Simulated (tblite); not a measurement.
C5H8OSeSi.
SMILES with atom numbers: `[CH3:1][C:2]1=[CH:3][C@@H:4]([CH:5]=[O:6])[Si@H:7]1[SeH:8]` (hydrogens: H9, H10, H11 on C1; H12 on C3; H13 on C4; H14 on C5; H15 on Si7; H16 on Se8)

Computed with GFN2-xTB (tblite), gas phase: L-BFGS steps from a force-field or distance-geometry start until the largest atomic force falls under 0.01 eV/Å.

Step 0: E = -643.8124 eV
```
atom  x, y, z in Å  |  force x, y, z in eV/Å
C1      1.9673    1.5462    0.3255   -0.055   0.167  -0.014
C2      0.8392    0.6812   -0.1523    2.225  -0.984  -1.133
C3      0.7981   -0.3901   -1.0394   -0.799   2.899   2.146
C4     -0.6947   -0.6125   -0.9061    1.003  -5.966  -4.411
C5     -0.9977   -2.0046   -0.3901   -2.372   0.402  -1.032
O6     -2.1591   -2.3698   -0.2715    1.101   0.113   0.188
Si7    -0.9474    0.6185    0.2951   -1.101   4.221   4.087
Se8    -1.2283   -0.1268    2.4431   -1.395  -0.070  -0.482
H9      2.3939    2.0940   -0.5359   -0.035  -0.249   0.553
H10     2.7417    0.9228    0.8006   -0.184   0.384  -0.239
H11     1.5749    2.2767    1.0691    0.391  -0.522  -0.558
H12     1.5398   -0.8699   -1.6546   -0.215   0.061   0.143
H13    -1.2292   -0.3985   -1.8388   -0.089  -0.557   0.059
H14    -0.1886   -2.6949   -0.1642    0.456   0.110   0.140
H15    -1.7115    1.8019   -0.1420   -0.121  -0.175   0.215
H16    -2.7060   -0.4652    2.1500    1.190   0.167   0.339
```

Step 1: E = -644.5536 eV
```
atom  x, y, z in Å  |  force x, y, z in eV/Å
C1      1.9665    1.5485    0.3252    0.276  -0.089  -0.165
C2      0.8710    0.6672   -0.1685    0.036   1.028   1.061
C3      0.7866   -0.3487   -1.0087    0.146  -0.757  -0.985
C4     -0.6803   -0.6978   -0.9691    0.659  -0.271   0.249
C5     -1.0316   -1.9988   -0.4048    1.887  -0.056  -1.088
O6     -2.1434   -2.3681   -0.2688   -2.453  -0.848   0.590
Si7    -0.9631    0.6788    0.3535    0.966  -0.126  -0.035
Se8    -1.2483   -0.1278    2.4363   -1.099  -0.082   0.018
H9      2.3934    2.0904   -0.5280    0.092  -0.072   0.337
H10     2.7391    0.9283    0.7971   -0.039   0.316  -0.141
H11     1.5805    2.2693    1.0611    0.197  -0.304  -0.323
H12     1.5367   -0.8690   -1.6526   -0.685   0.621   0.738
H13    -1.2304   -0.4065   -1.8379   -0.325  -0.344  -0.636
H14    -0.1821   -2.6933   -0.1622   -0.034   0.467   0.109
H15    -1.7132    1.7993   -0.1389   -0.480   0.423   0.026
H16    -2.6890   -0.4628    2.1548    0.855   0.094   0.245
```

Task: Estimate the geometry and energy of step 2. (The exact step hangs on the optimiser's Hessian estimate; all steps are aligned on step 1, rigid shifts and turns removed.)

Result: E = -644.6669 eV, largest force 2.337 eV/Å
```
atom  x, y, z in Å  |  force x, y, z in eV/Å
C1      1.9701    1.5477    0.3230    0.285   0.053  -0.009
C2      0.8762    0.6788   -0.1568   -0.352  -0.305  -0.032
C3      0.7869   -0.3526   -1.0173    0.055   0.465   0.182
C4     -0.6694   -0.7141   -0.9751    0.286   0.334  -0.042
C5     -1.0115   -1.9987   -0.4215   -1.897  -1.334  -0.287
O6     -2.1737   -2.3792   -0.2605    1.344   0.419  -0.001
Si7    -0.9526    0.6861    0.3617    0.757  -0.211  -0.251
Se8    -1.2659   -0.1291    2.4355   -0.756  -0.003   0.095
H9      2.3945    2.0890   -0.5224    0.185   0.029   0.137
H10     2.7382    0.9333    0.7947    0.117   0.185  -0.060
H11     1.5840    2.2641    1.0557    0.174  -0.162  -0.192
H12     1.5272   -0.8606   -1.6424   -0.265   0.359   0.381
H13    -1.2350   -0.4123   -1.8463   -0.121  -0.381  -0.271
H14    -0.1816   -2.6868   -0.1604    0.009   0.286   0.114
H15    -1.7199    1.8046   -0.1381   -0.359   0.249   0.079
H16    -2.6750   -0.4612    2.1588    0.537   0.016   0.155
```

The energy changes by -0.1132 eV. The first-order estimate −F·Δx gives -0.2786 eV and the mean of the old and new forces, exact on a quadratic surface, -0.1200 eV. The step makes an angle of 22° with the force vector and moves no atom by more than 0.033 Å.

What follows is the cost of the whole relaxation. Hardware: Arm Neoverse V2, one thread, shared host with 192 logical CPUs at a one-minute load of 35. Cost: 1.3 s.
